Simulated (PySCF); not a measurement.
Br2ClFSi. Atoms are numbered in the order given.

```xyz
5

F      1.9294     0.6770     0.0000
Si     0.3398     0.4199     0.0000
Cl    -0.5886     2.2402     0.0000
Br    -0.1731    -0.7151    -1.8158
Br    -0.1731    -0.7151     1.8158
```

Geometry: B3LYP-D3(BJ)/def2-SVP.

The numbers are results of PBE/def2-TZVP run with PySCF, not measurements.

ESP charges are fitted to the potential on shells at 1.4 to 2.0 van der Waals radii. Atomic charges (e):

```tsv
atom	Löwdin	Mulliken	ESP fit	IAO
F1	0.05	-0.23	-0.02	-0.49
Si2	-0.87	0.61	-0.17	1.13
Cl3	0.30	-0.14	0.06	-0.25
Br4	0.26	-0.12	0.07	-0.19
Br5	0.26	-0.12	0.07	-0.19
```

Computed Mayer and Wiberg (Löwdin basis) orders of the bonds:
```
bond     Mayer  Wiberg
-------  -----  ------
F1–Si2    1.19    1.75
Si2–Cl3   1.25    1.89
Si2–Br4   1.24    1.83
Si2–Br5   1.24    1.83
```
